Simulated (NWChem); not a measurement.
Species: SbH2O2F; SMILES [OH][Sb]([OH])[F]

```xyz
6

Sb    -0.0183    -0.0595     0.3698
F      1.3414     1.0231    -0.5005
O      0.1785    -1.6372    -0.7839
H      0.0197    -1.4455    -1.7184
O     -1.4420     0.8664    -0.6318
H     -1.0497     1.4357    -1.3093
```
Atoms are numbered in this order, from 1.

Computed with NWChem. Structure relaxed at the PBE0/def2-SVP (def2 core potentials past Kr) level.

For level PBE/STO-3G, non-relativistic:

```
Quantity                     Result
---------------------------  ------
highest occupied level (eV)   -2.19
orbital gap (eV)               4.97
dipole (D)                     1.76
```

### Question
Estimate the same quantities for level PBE/3-21G, non-relativistic.

### Answer
- highest occupied level (eV) = -6.14
- orbital gap (eV) = 5.10
- dipole (D) = 0.94
